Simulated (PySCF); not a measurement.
A small calculation by hand: refractive index and permittivity of the vapour

Ga(F)(SiH3)2 (FGaH₆Si₂), SMILES [F][Ga]([SiH3])[SiH3].

Coordinates come from a PBE-D3(BJ)/def2-SVP optimisation. The structure was generated by enumeration; whether it is a known compound was not checked.

PBE/def2-TZVP (PySCF) gives a mean static polarisability of 98.4 bohr³ and a dipole moment of 2.05 D. Take an ideal gas at 298.15 K and 0.01 bar, whether or not the substance is that volatile.

Task: Work out n − 1 in the optical limit and the static ε − 1.

Result: 
Polarisability volume α' = 98.4 × 0.148185 = 14.58 Å³. Number density N = p/kT = 2.43e-7 Å⁻³.
Dilute limit of Lorentz–Lorenz: n − 1 = 2π N α' = 2.2e-5.
Orientation term of Debye: μ²/(3kT) = 8.098 Å³ × μ²(D²) = 34.03 Å³.
ε − 1 = 4π N (α' + μ²/3kT) = 0.00015. Orientation of the dipole supplies 70 % of the static response; it can't follow optical fields. Vibrational polarisation and dispersion are left out.
